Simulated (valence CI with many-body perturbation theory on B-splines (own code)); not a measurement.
# La³⁴⁺: calculated level list

Method: relativistic CI+MBPT: five valence electrons over a frozen Dirac-Fock core [Ar], radial functions for each j: 7 s, 7 p, 8 d, 6 f, 4 g, 1 h, with the one-electron correlation potential Σ1, the two-electron term Σ2, the three-electron term Σ3, Breit, model QED; selected CI, second order for the rest, scaled by the run's own slope (own B-spline code, finite nucleus).

The last digits are not significant, and no measured levels were compared; by estimate large intervals hold to a few tenths of a per cent, small ones and those within an open d or f shell to about a per cent. Among the levels kept, up to 640 cm⁻¹ of a level comes from second order outside the variational space, and about a tenth of that is noise between levels of different J, which matters for small intervals. Only levels of the ground parity were solved; by the run's estimate the other parity begins above the list, which can be wrong where configurations are misplaced.

Levels 1 to 32 of 32, with energies above the lowest level, (3d3/2^4 3d5/2) J=5/2. "Leading %" is the weight of the configuration and term that name the level; weights of strongly mixed levels are sums over their largest components and can fall short, so below about 35 % the name and the second component can differ from the true leading terms, or belong to a minority configuration. In the jj column 3d3/2^4 stands for four electrons in 3d with j = 3/2. Lifetimes count E1, E2, E3, M1 and M2 decay at the calculated energies, and are blank where another channel may lead or the interval is too uncertain; long ones can be off by a factor of two.

| No. | Configuration | Term | J | E (eV) | Leading % | Second component | g | Lifetime | Leading jj |
| --- | --- | --- | --- | --- | --- | --- | --- | --- | --- |
| 1 | 3d⁵ | ⁶S | 5/2 | 0.000 | 39 | 31 % 3d⁵ ⁴P | 1.603 |  | 3d3/2^4 3d5/2 (70 %) |
| 2 | 3d⁵ | ⁶S | 5/2 | 13.668 | 32 | 26 % 3d⁵ ²F | 1.224 | 21.7 μs | 3d3/2^3 3d5/2^2 (59 %) |
| 3 | 3d⁵ | ⁴G | 7/2 | 22.035 | 43 | 22 % 3d⁵ ²F | 1.139 | 38.9 μs | 3d3/2^3 3d5/2^2 (96 %) |
| 4 | 3d⁵ | ⁴D | 3/2 | 22.774 | 41 | 37 % 3d⁵ ⁴P | 1.265 | 11.1 μs | 3d3/2^3 3d5/2^2 (95 %) |
| 5 | 3d⁵ | ⁴G | 11/2 | 23.205 | 49 | 34 % 3d⁵ ²H | 1.146 |  | 3d3/2^3 3d5/2^2 (93 %) |
| 6 | 3d⁵ | ⁴G | 9/2 | 25.842 | 51 | 19 % 3d⁵ ⁴F | 1.151 | 1.66 ms | 3d3/2^3 3d5/2^2 (85 %) |
| 7 | 3d⁵ | ⁴D | 5/2 | 26.818 | 38 | 22 % 3d⁵ ⁴G | 1.139 | 35.6 μs | 3d3/2^3 3d5/2^2 (70 %) |
| 8 | 3d⁵ | ⁴P | 1/2 | 28.014 | 58 | 23 % 3d⁵ ⁴D | 1.874 | 377 μs | 3d3/2^3 3d5/2^2 (74 %) |
| 9 | 3d⁵ | ²F | 7/2 | 31.741 | 32 | 27 % 3d⁵ ⁴F | 1.129 | 139 μs | 3d3/2^3 3d5/2^2 (86 %) |
| 10 | 3d⁵ | ²D | 5/2 | 35.059 | 36 | 18 % 3d⁵ ⁴G | 1.214 | 7.82 μs | 3d3/2^2 3d5/2^3 (62 %) |
| 11 | 3d⁵ | ²D | 3/2 | 38.569 | 53 | 22 % 3d⁵ ⁴D | 0.809 | 45.0 μs | 3d3/2^3 3d5/2^2 (60 %) |
| 12 | 3d⁵ | ⁴D | 7/2 | 38.944 | 47 | 32 % 3d⁵ ⁴G | 1.205 | 16.5 μs | 3d3/2^2 3d5/2^3 (91 %) |
| 13 | 3d⁵ | ²I | 11/2 | 39.712 | 56 | 39 % 3d⁵ ⁴G | 1.061 |  | 3d3/2^2 3d5/2^3 (94 %) |
| 14 | 3d⁵ | ⁴G | 9/2 | 41.463 | 43 | 42 % 3d⁵ ²G | 1.144 | 23.2 μs | 3d3/2^2 3d5/2^3 (85 %) |
| 15 | 3d⁵ | ⁴D | 1/2 | 42.440 | 74 | 17 % 3d⁵ ⁴P | 0.609 | 12.5 μs | 3d3/2^2 3d5/2^3 (93 %) |
| 16 | 3d⁵ | ²I | 13/2 | 43.309 | 100 |  | 1.071 | 110 μs | 3d3/2^2 3d5/2^3 (100 %) |
| 17 | 3d⁵ | ⁴P | 3/2 | 43.619 | 51 | 33 % 3d⁵ ⁴F | 1.186 | 6.19 μs | 3d3/2^2 3d5/2^3 (90 %) |
| 18 | 3d⁵ | ²F | 5/2 | 45.405 | 40 | 22 % 3d⁵ ⁴D | 1.015 | 11.4 μs | 3d3/2^2 3d5/2^3 (86 %) |
| 19 | 3d⁵ | ²H | 9/2 | 49.120 | 53 | 46 % 3d⁵ ⁴F | 1.101 | 8.59 μs | 3d3/2^2 3d5/2^3 (100 %) |
| 20 | 3d⁵ | ²G | 7/2 | 50.836 | 61 | 33 % 3d⁵ ²F | 0.987 | 34.0 μs | 3d3/2^2 3d5/2^3 (98 %) |
| 21 | 3d⁵ | ⁴F | 5/2 | 51.715 | 56 | 21 % 3d⁵ ²D | 1.034 | 8.73 μs | 3d3/2^2 3d5/2^3 (91 %) |
| 22 | 3d⁵ | ²D | 3/2 | 54.111 | 83 | 12 % 3d⁵ ⁴F | 0.789 | 22.8 μs | 3d3/2^2 3d5/2^3 (59 %) |
| 23 | 3d⁵ | ²F | 7/2 | 55.988 | 49 | 37 % 3d⁵ ²G | 1.056 | 13.2 μs | 3d3/2^2 3d5/2^3 (80 %) |
| 24 | 3d⁵ | ²S | 1/2 | 56.678 | 54 | 24 % 3d⁵ ⁴P | 1.860 | 8.73 μs | 3d3/2^2 3d5/2^3 (57 %) |
| 25 | 3d⁵ | ⁴P | 5/2 | 58.334 | 33 | 29 % 3d⁵ ²F | 1.208 | 3.82 μs | 3d3/2 3d5/2^4 (82 %) |
| 26 | 3d⁵ | ²G | 9/2 | 61.238 | 62 | 20 % 3d⁵ ²H | 1.104 | 19.4 μs | 3d3/2^2 3d5/2^3 (76 %) |
| 27 | 3d⁵ | ⁴F | 7/2 | 64.075 | 37 | 27 % 3d⁵ ²F | 1.191 | 5.59 μs | 3d3/2 3d5/2^4 (95 %) |
| 28 | 3d⁵ | ²H | 11/2 | 65.525 | 61 | 27 % 3d⁵ ²I | 1.062 | 6.27 μs | 3d3/2 3d5/2^4 (98 %) |
| 29 | 3d⁵ | ²D | 3/2 | 67.280 | 52 | 23 % 3d⁵ ⁴D | 0.883 | 4.25 μs | 3d3/2 3d5/2^4 (83 %) |
| 30 | 3d⁵ | ²D | 5/2 | 70.586 | 64 | 25 % 3d⁵ ²F | 1.120 | 6.11 μs | 3d3/2 3d5/2^4 (67 %) |
| 31 | 3d⁵ | ²G | 9/2 | 72.402 | 78 | 9 % 3d⁵ ²H | 1.108 | 8.37 μs | 3d3/2 3d5/2^4 (74 %) |
| 32 | 3d⁵ | ²P | 3/2 | 74.345 | 78 | 19 % 3d⁵ ²D | 1.203 | 15.2 μs | 3d3/2^2 3d5/2^3 (87 %) |

The ionisation energy to 3d⁴ ³P0 of the next ion comes out as 2258.9 eV (NIST: 2259 ± 5 eV (theoretical)). All 32 levels together are meant to be complete up to 75.333 eV.
